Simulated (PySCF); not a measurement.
PBE on Sb⁻ (antimony, charge -1), [Kr] 4d10 5s2 5p4, high-spin 3P determinant. Calculation: PySCF 2.14, in aug-cc-pVQZ-PP with one added diffuse shell each of s, p, d, f, g type with ECP28MDF (8s8p6d4f3g, 117 functions); a scalar-relativistic core potential.

```
cycle= 1 E= -240.243749588465  delta_E= -0.0118  |g|= 0.0374  |ddm|= 0.872
cycle= 2 E= -240.2438981464  delta_E= -0.000149  |g|= 0.0201  |ddm|= 0.149
cycle= 3 E= -240.244018440074  delta_E= -0.00012  |g|= 0.0132  |ddm|=  0.2
cycle= 4 E= -240.244255329581  delta_E= -0.000237  |g|= 0.00267  |ddm|= 0.0615
cycle= 5 E= -240.244269575199  delta_E= -1.42e-05  |g|= 0.000602  |ddm|= 0.0114
cycle= 6 E= -240.244270462618  delta_E= -8.87e-07  |g|= 0.000139  |ddm|= 0.00632
cycle= 7 E= -240.244270510225  delta_E= -4.76e-08  |g|= 2.44e-05  |ddm|= 0.00179
cycle= 8 E= -240.244270511375  delta_E= -1.15e-09  |g|= 1.8e-06  |ddm|= 0.000123
cycle= 9 E= -240.244270511382  delta_E= -6.37e-12  |g|= 1.17e-07  |ddm|= 1.02e-05
converged SCF energy = -240.244270511382  <S^2> = 2.0250188  2S+1 = 3.0166331
```

Highest occupied orbital energy: 1.273 eV; ⟨L²⟩ = 2.04; populations by l: s 4.00, p 10.00, d 10.00, f 0.00.

(1) Can this result be used?

## Answers

(1) With care. Self-consistency was reached. Energies and moments cover only the electrons outside the core potential. At PBE the highest occupied level has a positive energy, so only the finite basis holds that electron; in a semilocal or global hybrid functional this comes from self-interaction and does not mean that the real anion is unbound.
